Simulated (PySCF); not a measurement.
C3H4BrF. Atoms are numbered in the order given.

```xyz
9

F     -1.5162     2.2041     0.6799
C     -1.1468     1.1348    -0.0605
C     -1.7587    -0.1901     0.2471
C     -0.3251     0.0896     0.6010
Br     1.0995    -0.7594    -0.3398
H     -0.9332     1.3957    -1.1023
H     -2.4602    -0.2409     1.0844
H     -1.9750    -0.8606    -0.5884
H     -0.0857     0.2443     1.6556
```

Coordinates come from a PBE0-D3(BJ)/def2-SVP optimisation.

All values below come from PBE/def2-TZVP (PySCF).

Isolated molecule, no solvent.

Computed frontier levels, gap, dipole moment and polarisability:
The highest occupied level is -6.46 eV. The lowest empty level is -1.23 eV, the orbital gap is 5.23 eV and the dipole moment is 1.16 D. The quadrupole, principal values (traceless, Buckingham form, about the centre of nuclear charge) comes out as -6.97, 2.69, 4.28 D·Å. The mean static polarisability comes out as 54.8 bohr³ (8.12 Å³). The polarisability, principal values is 46.1, 48.6, 69.7 bohr³.
